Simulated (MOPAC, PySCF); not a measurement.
CH$_{5}$BSi, SMILES `B1C[SiH2]1`, neutral singlet in the gas phase. 

Cartesian coordinates (Å):
SMILES: B1C[SiH2]1
```xyz
8

B     -0.7805     0.8446    -0.1957
C     -0.7689    -0.6242    -0.0130
Si     1.0592     0.3693    -0.0902
H     -1.4802     1.6875     0.2497
H     -0.3334    -1.3399    -0.7086
H     -1.3988    -1.1267     0.7176
H      1.9117     0.6740     1.0840
H      1.7910    -0.4846    -1.0439
```
Charge 0, spin multiplicity 1.

All levels are single points at this geometry (B3LYP-D3(BJ)/def2-TZVP); Pople sets use spherical d functions. Orbital energies aren't observables, and empty levels follow the basis.

```csv
level,HOMO (eV),LUMO (eV),gap (eV),dipole (D),"vertical IE, Delta-SCF (eV)"
B3LYP-D3(BJ)/def2-TZVP in PySCF,-6.74,-1.62,5.12,0.92,–
PBE-D3(BJ)/def2-TZVP in PySCF,-5.95,-2.36,3.58,0.96,–
B3LYP/3-21G in PySCF,-6.74,-1.37,5.37,0.98,–
B3LYP/6-31G* in PySCF,-6.56,-1.31,5.25,0.92,8.98
BP86/6-31G* in PySCF,-5.87,-2.17,3.70,1.00,–
M06-2X/6-31G* in PySCF,-7.77,-0.30,7.47,0.90,–
PBE/6-31G* in PySCF,-5.78,-2.09,3.68,1.02,8.96
SVWN5/6-31G* in PySCF,-5.86,-2.26,3.60,1.07,9.13
HF/3-21G in PySCF,-9.07,2.19,11.26,0.79,–
HF/6-31G* in PySCF,-8.93,2.32,11.25,0.82,7.90
HF/STO-3G in PySCF,-6.46,6.97,13.43,1.46,–
PM6 in MOPAC,-8.21,-0.56,7.65,1.74,–
PM7 in MOPAC,-9.43,-1.17,8.25,0.61,–
```
